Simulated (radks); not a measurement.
Results of a calculation; reference values are marked as such.
Question: The mean radii <r> (bohr) of the occupied orbitals of an atom or ion are listed with their occupations. Level of theory: Dirac Kohn-Sham, Slater X-alpha with alpha = 0.569, spin-unpolarised, spherical densities, finite nucleus; Fermi nuclear charge, rms radius of each element as measured or else 0.836 A^(1/3) + 0.57 fm (a radial shooting solver on a logarithmic mesh with Libxc functionals).

orbital  occ.      <r>
1s1/2       2  0.02727
2s1/2       2   0.1170
2p1/2       2  0.09867
2p3/2       4   0.1044
3s1/2       2   0.3151
3p1/2       2   0.3053
3p3/2       4   0.3169
3d3/2       4   0.2878
3d5/2       6   0.2915
4s1/2       2   0.7430
4p1/2       2   0.7767
4p3/2       4   0.8058
4d3/2       4   0.9247
4d5/2       6   0.9366
5s1/2       2    1.948
5p1/2       2    2.322
5p3/2       2    2.430

Name the element and its charge. Open shells, if any, fill j = l - 1/2 first.

Answer: Z = 53, iodine, charge +1: I+ in [Kr] 4d10 5s2 5p4. The 1s radius gives Z: for a bare nucleus <r> = (2 gamma + 1)/(2Z) with gamma = sqrt(1 - (Z/c)^2), 0.02683 bohr for Z = 53, and screening makes it slightly larger (0.02727 here). The occupations add up to 52, and the charge is Z minus that.
